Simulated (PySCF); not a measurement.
Ge(H)2(vinyl)(NH2) (C2H7GeN), SMILES C=[CH][GeH2][NH2].

The structure is a stationary point at PBE0-D3(BJ)/def2-SVP. Other conformers were not sampled.

Two levels are set side by side: TDA-PBE/def2-SVPD (PySCF) and TDA-LC-ωPBE/def2-SVPD (PySCF). Vertical, same geometry. The lowest singlet is HOMO→LUMO 96 % with PBE and HOMO→LUMO 72 % with the other functional; states are paired by order. Differences are taken from unrounded values.

```
quantity                               TDA-LC-ωPBE
-------------------------------------  -----------
lowest singlet excitation (eV)                6.35
lowest triplet excitation (TDA) (eV)          4.12
first bright state (f over 0.05) (eV)         7.05
its oscillator strength                       0.06
```

**Question.** What does TDA-PBE give, and how far is it from TDA-LC-ωPBE? (An estimate is asked for; the answer gives what the named calculation found.)

**Answer.** 
```csv
quantity,TDA-PBE,TDA-PBE minus TDA-LC-ωPBE
lowest singlet excitation (eV),4.58,-1.76
lowest triplet excitation (TDA) (eV),4.13,0.01
first bright state (f over 0.05) (eV),6.39,-0.67
its oscillator strength,0.07,0.01
```

A lower first singlet is the usual sign of a functional without exact exchange. Differences between two approximate levels are no errors against the true value.

Rough cost on one machine, each run with all the roots and properties that it gave: TDA-LC-ωPBE against TDA-PBE about 3 times.
